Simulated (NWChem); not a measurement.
System: SnBrCl, singlet; SMILES [Cl][Sn][Br]

Excerpt of the output:

```
             Northwest Computational Chemistry Package (NWChem) 7.3.0
             --------------------------------------------------------

 CS  symmetry detected

                             Geometry "geometry" -> ""
                             -------------------------

 Output coordinates in angstroms (scale by  1.889725989 to convert to a.u.)

  No.       Tag          Charge          X              Y              Z
 ---- ---------------- ---------- -------------- -------------- --------------
    1 Sn                  50.0000     0.66852798    -0.59653702     0.00000000
    2 Cl                  17.0000    -1.36201202    -1.85371333     0.00000000
    3 Br                  35.0000    -0.29349128     1.75257079     0.00000000

 Effective nuclear repulsion energy (a.u.)     636.8646861005

      Symmetry information
      --------------------

 Group name             Cs
 Group number              2
 Group order               2
 No. of unique centers     3

                                Z-matrix (autoz)
                                --------

 Units are Angstrom for bonds and degrees for angles

      Type          Name      I     J     K     L     M      Value
      ----------- --------  ----- ----- ----- ----- ----- ----------
    1 Stretch                  1     2                       2.38822
    2 Stretch                  1     3                       2.53846
    3 Bend                     2     1     3                99.49271

  xc_inp: hfexch multiplicative factor not found.

                           NWChem Geometry Optimization
                           ----------------------------

 maximum gradient threshold         (gmax) =   0.000450
 rms gradient threshold             (grms) =   0.000300
 maximum cartesian step threshold   (xmax) =   0.001800
 rms cartesian step threshold       (xrms) =   0.001200
 fixed trust radius                (trust) =   0.300000
 source of zmatrix                         =   autoz

          -------------------
          Energy Minimization
          -------------------

 Using diagonal initial Hessian
 Scaling for Hessian diagonals: bonds = 1.00  angles = 0.25  torsions = 0.10

          --------
          Step   0

                                 NWChem DFT Module
                                 -----------------

 Summary of "ao basis" -> "ao basis" (spherical)
 ------------------------------------------------------------------------------
       Tag                 Description            Shells   Functions and Types
 ---------------- ------------------------------  ------  ---------------------
 Sn                          sto-3g                 11       27   5s4p2d
 Cl                          sto-3g                  5        9   3s2p
 Br                          sto-3g                  8       18   4s3p1d

      Symmetry analysis of basis
      --------------------------

        a'         39
        a"         15

            General Information
            -------------------
          SCF calculation type: DFT
          Wavefunction type:  closed shell.
          No. of atoms     :     3
          No. of electrons :   102
           Alpha electrons :    51
            Beta electrons :    51
          Charge           :     0
          Spin multiplicity:     1
          Use of symmetry is: on ; symmetry adaption is: on
          Maximum number of iterations: 150
          AO basis - number of functions:    54
                     number of shells:    24
          Convergence on energy requested:  1.00D-06
          Convergence on density requested:  1.00D-05
          Convergence on gradient requested:  5.00D-04

              XC Information
              --------------
                     Hartree-Fock (Exact) Exchange  1.000

      Superposition of Atomic Density Guess
      -------------------------------------

 Sum of atomic energies:       -8962.38974514

      Non-variational initial energy
      ------------------------------

 Total energy =   -8962.194772
 1-e energy   =  -13718.921661
 2-e energy   =    4119.862202
 HOMO         =      -0.121326
 LUMO         =       0.131448

      Symmetry analysis of molecular orbitals - initial
      -------------------------------------------------

  Numbering of irreducible representations:

     1 a'          2 a"

  Orbital symmetries:

     1 a'          2 a'          3 a'          4 a'          5 a'
     6 a"          7 a'          8 a'          9 a'         10 a'
    11 a"         12 a'         13 a'         14 a'         15 a"
    16 a'         17 a'         18 a'         19 a"         20 a"
    21 a'         22 a'         23 a'         24 a'         25 a"
    26 a'         27 a'         28 a"         29 a'         30 a'
    31 a'         32 a"         33 a'         34 a'         35 a"
    36 a'         37 a"         38 a'         39 a'         40 a'
    41 a'         42 a"         43 a"         44 a'         45 a'
    46 a'         47 a"         48 a'         49 a"         50 a'
    51 a'         52 a"         53 a'         54 a'

   convergence    iter        energy       DeltaE   RMS-Dens  Diis-err
 ---------------- ----- ----------------- --------- --------- ---------
 d= 0,ls=0.0,diis     1  -8962.5995555198 -9.60D+03  1.85D-02  1.30D-01
 d= 0,ls=0.0,diis     2  -8962.6596725213 -6.01D-02  2.07D-03  2.49D-03
 d= 0,ls=0.0,diis     3  -8962.6607832228 -1.11D-03  1.28D-03  2.53D-04
 d= 0,ls=0.0,diis     4  -8962.6609746771 -1.91D-04  2.07D-04  7.70D-06
 d= 0,ls=0.0,diis     5  -8962.6609816190 -6.94D-06  5.78D-05  6.16D-07
 d= 0,ls=0.0,diis     6  -8962.6609821141 -4.95D-07  7.51D-06  9.50D-09

         Total DFT energy =    -8962.660982114143
      One electron energy =   -13712.549185042066
           Coulomb energy =     4390.982681934952
    Exchange-Corr. energy =     -277.959165107525
 Nuclear repulsion energy =      636.864686100496

 Numeric. integr. density =        0.000000000000

                  Occupations of the irreducible representations
                  ----------------------------------------------

                     irrep           alpha         beta
                     --------     --------     --------
                     a'               37.0         37.0
                     a"               14.0         14.0

                       DFT Final Molecular Orbital Analysis
                       ------------------------------------

 Vector   49  Occ=2.000000D+00  E=-3.138407D-01  Symmetry=a"
              MO Center= -3.0D-01,  1.6D+00,  1.4D-18, r^2= 1.7D+00
   Bfn.  Coefficient  Atom+Function         Bfn.  Coefficient  Atom+Function
  ----- ------------  ---------------      ----- ------------  ---------------
    49      0.987999  3 Br pz                45     -0.291481  3 Br pz
    36     -0.192607  2 Cl pz                17      0.152966  1 Sn pz
    41      0.096578  3 Br pz                13     -0.053970  1 Sn pz
    32      0.051498  2 Cl pz

 Vector   50  Occ=2.000000D+00  E=-3.123205D-01  Symmetry=a'
              MO Center= -2.9D-01,  1.4D+00, -2.5D-17, r^2= 2.3D+00
   Bfn.  Coefficient  Atom+Function         Bfn.  Coefficient  Atom+Function
  ----- ------------  ---------------      ----- ------------  ---------------
    47      0.783512  3 Br px                48      0.568179  3 Br py
    35      0.274148  2 Cl py                43     -0.230140  3 Br px
    44     -0.169147  3 Br py                15      0.134421  1 Sn px
    14      0.087054  1 Sn s                 39      0.076234  3 Br px
    16     -0.073542  1 Sn py                31     -0.073487  2 Cl py

 Vector   51  Occ=2.000000D+00  E=-2.411587D-01  Symmetry=a'
              MO Center=  6.4D-01, -3.9D-01,  2.7D-17, r^2= 4.0D+00
   Bfn.  Coefficient  Atom+Function         Bfn.  Coefficient  Atom+Function
  ----- ------------  ---------------      ----- ------------  ---------------
    14      0.689126  1 Sn s                 15      0.473135  1 Sn px
    47     -0.420107  3 Br px                34     -0.396952  2 Cl px
    48      0.308377  3 Br py                16     -0.216570  1 Sn py
    10     -0.175343  1 Sn s                 11     -0.171343  1 Sn px
    43      0.121869  3 Br px                30      0.104547  2 Cl px

 Vector   52  Occ=0.000000D+00  E= 1.063328D-01  Symmetry=a"
              MO Center=  5.8D-01, -5.4D-01, -1.1D-17, r^2= 2.5D+00
   Bfn.  Coefficient  Atom+Function         Bfn.  Coefficient  Atom+Function
  ----- ------------  ---------------      ----- ------------  ---------------
    17      1.025987  1 Sn pz                13     -0.336730  1 Sn pz
    49     -0.253944  3 Br pz                36     -0.234861  2 Cl pz
     9      0.123039  1 Sn pz                45      0.070002  3 Br pz
    32      0.059690  2 Cl pz                 5     -0.048017  1 Sn pz

 Vector   53  Occ=0.000000D+00  E= 2.614737D-01  Symmetry=a'
              MO Center=  5.1D-01, -3.7D-01, -2.4D-16, r^2= 3.1D+00
   Bfn.  Coefficient  Atom+Function         Bfn.  Coefficient  Atom+Function
  ----- ------------  ---------------      ----- ------------  ---------------
    16      1.062153  1 Sn py                48      0.468363  3 Br py
    34      0.404103  2 Cl px                12     -0.316872  1 Sn py
    47     -0.299761  3 Br px                46     -0.255630  3 Br s
    15      0.248886  1 Sn px                33      0.213295  2 Cl s
    44     -0.117579  3 Br py                 8      0.115646  1 Sn py

[...]

      ----------------------
      Optimization converged
      ----------------------

  Step       Energy      Delta E   Gmax     Grms     Xrms     Xmax
  ---- ---------------- -------- -------- -------- -------- --------
@    4   -8962.66612239 -6.4D-07  0.00025  0.00016  0.00049  0.00111
                                     ok       ok       ok       ok

                                Z-matrix (autoz)
                                --------

 Units are Angstrom for bonds and degrees for angles

      Type          Name      I     J     K     L     M      Value     Gradient
      ----------- --------  ----- ----- ----- ----- ----- ---------- ----------
    1 Stretch                  1     2                       2.33305   -0.00025
    2 Stretch                  1     3                       2.44236    0.00011
    3 Bend                     2     1     3                94.49326    0.00000

                         Geometry "geometry" -> "geometry"
                         ---------------------------------

 Output coordinates in angstroms (scale by  1.889725989 to convert to a.u.)

  No.       Tag          Charge          X              Y              Z
 ---- ---------------- ---------- -------------- -------------- --------------
    1 Sn                  50.0000     0.69095200    -0.59046819     0.00000000
    2 Cl                  17.0000    -1.34306020    -1.73323477     0.00000000
    3 Br                  35.0000    -0.33486711     1.62602340     0.00000000

 Effective nuclear repulsion energy (a.u.)     661.7339177444

      Symmetry information
      --------------------

 Group name             Cs
 Group number              2
 Group order               2
 No. of unique centers     3

                Final and change from initial internal coordinates
                --------------------------------------------------

                                Z-matrix (autoz)
                                --------

 Units are Angstrom for bonds and degrees for angles

      Type          Name      I     J     K     L     M      Value       Change
      ----------- --------  ----- ----- ----- ----- ----- ---------- ----------
    1 Stretch                  1     2                       2.33305   -0.05517
    2 Stretch                  1     3                       2.44236   -0.09610
    3 Bend                     2     1     3                94.49326   -4.99945

 ==============================================================================
                                internuclear distances
 ------------------------------------------------------------------------------
       center one      |      center two      | atomic units |  angstroms
 ------------------------------------------------------------------------------
    2 Cl               |   1 Sn               |     4.40882  |     2.33305
    3 Br               |   1 Sn               |     4.61540  |     2.44236
 ------------------------------------------------------------------------------
                         number of included internuclear distances:          2
 ==============================================================================

[second-derivative integrals and response iterations left out]

  Vibrational analysis via the FX method

  See chapter 2 in "Molecular Vibrations" by Wilson, Decius and Cross

  Vib: Default input used

 ---------------------------- Atom information ----------------------------
     atom    #        X              Y              Z            mass
 --------------------------------------------------------------------------
    Sn       1  1.3057100D+00 -1.1158231D+00  0.0000000D+00  1.1790180D+02
    Cl       2 -2.5380158D+00 -3.2753388D+00  0.0000000D+00  3.4968850D+01
    Br       3 -6.3280708D-01  3.0727387D+00  0.0000000D+00  7.9916500D+01
 --------------------------------------------------------------------------

[unprojected Hessian and modes left out]

        Vibrational analysis via the FX method
  --- with translations and rotations projected out ---
  --- via the Eckart algorithm                      ---
 Projected Nuclear Hessian trans-rot subspace norm:6.3015D-34
                         (should be close to zero!)

[projected Hessian left out]

 Rotational Constants
 --------------------
 A=   0.132097 cm-1  (  0.190054 K)
 B=   0.047101 cm-1  (  0.067767 K)
 C=   0.034721 cm-1  (  0.049955 K)

 Temperature                      =   298.15K
 frequency scaling parameter      =   1.0000

 Zero-Point correction to Energy  =    1.245 kcal/mol  (  0.001984 au)
 Thermal correction to Energy     =    3.869 kcal/mol  (  0.006166 au)
 Thermal correction to Enthalpy   =    4.461 kcal/mol  (  0.007110 au)

 Total Entropy                    =   75.581 cal/mol-K
   - Translational                =   42.218 cal/mol-K (mol. weight = 232.7871)
   - Rotational                   =   28.391 cal/mol-K (symmetry #  =        1)
   - Vibrational                  =    4.973 cal/mol-K

 Cv (constant volume heat capacity) =   10.958 cal/mol-K
   - Translational                  =    2.979 cal/mol-K
   - Rotational                     =    2.979 cal/mol-K
   - Vibrational                    =    4.999 cal/mol-K

[normal modes left out]

 ----------------------------------------------------------------------------
 Normal Eigenvalue ||           Projected Infra Red Intensities
  Mode   [cm**-1]  || [atomic units] [(debye/angs)**2] [(KM/mol)] [arbitrary]
 ------ ---------- || -------------- ----------------- ---------- -----------
    1       -0.000 ||    0.000001           0.000         0.001       0.001
    2        0.000 ||    0.001507           0.035         1.469       1.548
    3        0.000 ||    0.002015           0.046         1.964       2.070
    4        0.000 ||    0.000305           0.007         0.297       0.313
    5        0.000 ||    0.000832           0.019         0.811       0.854
    6        0.000 ||    0.000181           0.004         0.176       0.186
    7      147.960 ||    0.008749           0.202         8.529       8.989
    8      310.346 ||    0.029604           0.683        28.859      30.414
    9      412.925 ||    0.044410           1.025        43.293      45.626
 ----------------------------------------------------------------------------
```

Level: Hartree-Fock/STO-3G, non-relativistic. Low-valent species are run as closed-shell singlets; no triplet was tried in these runs. This build's default masses of Se (78.918 u) and Br (79.917 u) are each other's, which moves their modes by up to 0.6 %.

### Question
Which NWChem input produces such a log?

### Answer
Several could match; the one computed here: the input that was run:
```
start job
memory heap 200 mb stack 900 mb global 1100 mb
geometry units angstroms
  Sn     0.674694    -0.593985     0.000000
  Cl    -1.348063    -1.863646     0.000000
  Br    -0.301778     1.749152     0.000000
end
basis spherical
  Sn library sto-3g
  Cl library sto-3g
  Br library sto-3g
end
dft
  xc hfexch
  iterations 150
end
driver
  maxiter 120
end
task dft optimize
task dft freq
```
